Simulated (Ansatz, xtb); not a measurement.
C6H7Br: 12 structures ranked

12 gas-phase structures of C6H7Br, from a drawn sample of its isomers (lower ones may exist). Each was relaxed with GFN2-xTB:

A. `C=C/C=C/C=C/Br`, a singlet
B. `C=C/C=C\C(=C)Br`, a singlet
C. `C=C/C=C/C(=C)Br`, a singlet
D. `C=C/C=C(\Br)C=C`, a singlet
E. `C=C/C=C\C=C\Br`, a singlet
F. `C=C/C=C/C=C\Br`, a singlet
G. `C=C/C=C\C=C/Br`, a singlet
H. `C=CC(=C)C(=C)Br`, a singlet
I. `C=C/C=C(/Br)C=C`, a singlet
J. `C=CC(=C)/C=C/Br`, a singlet
K. `C=CC(C=C)=CBr`, a singlet
L. `C=CC(=C)/C=C\Br`, a singlet

Q: Which do you expect lowest at r2SCAN-D4/def2-SVP, and how would the others follow?

A: Calculated order at r2SCAN-D4/def2-SVP: F (0.0), A (0.6), D (1.1), C (1.2), G (1.7), E (2.1), I (3.0), B (5.9), K (7.7), J (8.7), H (9.6), L (10.8) kcal/mol. Less than 1 kcal/mol parts F and A; A and D; D and C; C and G; G and E; E and I; J and H, so the order within those pairs means little.

Energies above the lowest of each column, in kcal/mol; the last columns are at B3LYP/def2-SVP geometries and were run for some of them only (a dash: not run or not comparable):

```tsv
structure	GFN2-xTB	HF/STO-3G	r2SCAN-D4/def2-SVP	B3LYP/def2-SVP	CCSD(T)/def2-SVP + ΔMP2/def2-TZVPP
F	0.3	0.3	0.0	0.0	0.2
A	0.0	0.0	0.6	0.2	0.7
D	1.3	2.1	1.1	2.1	0.0
C	1.0	1.9	1.2	1.7	0.1
G	2.1	2.1	1.7	1.9	1.7
E	1.7	1.7	2.1	2.0	2.0
I	2.2	4.0	3.0	–	–
B	4.5	5.7	5.9	–	–
K	5.4	4.9	7.7	–	–
J	5.6	5.8	8.7	–	–
H	6.1	7.3	9.6	–	–
L	7.3	7.5	10.8	–	–
```

CCSD(T)/def2-SVP + ΔMP2/def2-TZVPP has A and C and D and F within 1 kcal/mol of each other at the bottom, and every level picks one of them. CCSD(T)/def2-SVP + ΔMP2/def2-TZVPP orders those it was run on as D (0.0), C (0.1), F (0.2), A (0.7), G (1.7), E (2.0) kcal/mol. Less than 1 kcal/mol parts D and C; C and F; F and A; G and E, so the order within those pairs means little. Flexible structures stand in one conformer each, not always the lowest. Frequencies (GFN2-xTB) were run for A, C, D, E, F, G alone. ΔMP2 is the change of the MP2 energy from the smaller to the larger basis.

Over these structures GFN2-xTB departs from r2SCAN-D4/def2-SVP by 1.3 kcal/mol on average once a common shift is removed. A GFN2-xTB relaxation took about 0.081 s and the r2SCAN-D4/def2-SVP energy about 2.4 s on a shared host (Ansatz 0.2.0, xtb 6.7.1).
